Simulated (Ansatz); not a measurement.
Consider the ligand exchange at the Si–N bond: `C[Si](F)(Cl)N=C=O` + `[OH][AlH2]` → `C[Si](F)(Cl)[O][AlH2]` + `N=C=O`.

Gas-phase electronic energies from Ansatz, PBE0-D4/def2-TZVP geometries. CBS: MP2 limit from def2 TZ/QZ plus the TZ coupled-cluster correction, frozen cores. This one scheme is used for every species. DFT in def2-TZVPP. Each species was taken in one conformer, which may not be the lowest.

| species | r2SCAN-D4 energy (Eh) |
| --- | --- |
| `C[Si](F)(Cl)N=C=O` | -1057.68345 |
| `[OH][AlH2]` | -319.47011 |
| `C[Si](F)(Cl)[O][AlH2]` | -1208.49605 |
| `N=C=O` | -168.67222 |

Q: Work out ΔE.

A: ΔE = (-1208.49605) + (-168.67222) − (-1057.68345) − (-319.47011) = -0.01471 Eh = -9.2 kcal/mol. CCSD(T)/CBS gives -9.3 kcal/mol.

Largest T1 diagnostic among the species: 0.018.

In def2-TZVPP, CCSD(T) changes the Hartree–Fock value by +0.9 kcal/mol (the triples alone add +0.2 kcal/mol) and MP2 by +1.9 kcal/mol.
